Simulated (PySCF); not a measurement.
A structure optimised at PBE-D3(BJ)/def2-SVP, used in a PySCF frequency run:

```
O
Si 1 1.6626
Si 1 1.6880 2 137.40
N 2 1.7230 1 105.03 3 125.16
H 4 1.0236 2 118.56 1 169.22
Si 4 1.7667 5 116.83 2 -176.26
H 2 1.4922 1 112.25 3 -111.82
H 3 1.4992 1 106.52 2 176.90
H 3 1.5020 8 109.84 1 -119.70
H 3 1.5027 8 109.79 9 -120.73
H 6 1.5035 4 106.36 5 7.62
H 6 1.5037 11 109.38 4 -120.35
H 6 1.5037 11 108.89 12 -118.09
Cl 2 2.0952 7 106.06 1 -117.24
```

Problem. Write its SMILES and formula.

Solution. [SiH3]N[SiH](Cl)O[SiH3], ClH8NOSi3

Problem. What are its rotational constants (standard atomic weights)?

Solution. 1.5489, 1.1382, 0.76258 GHz
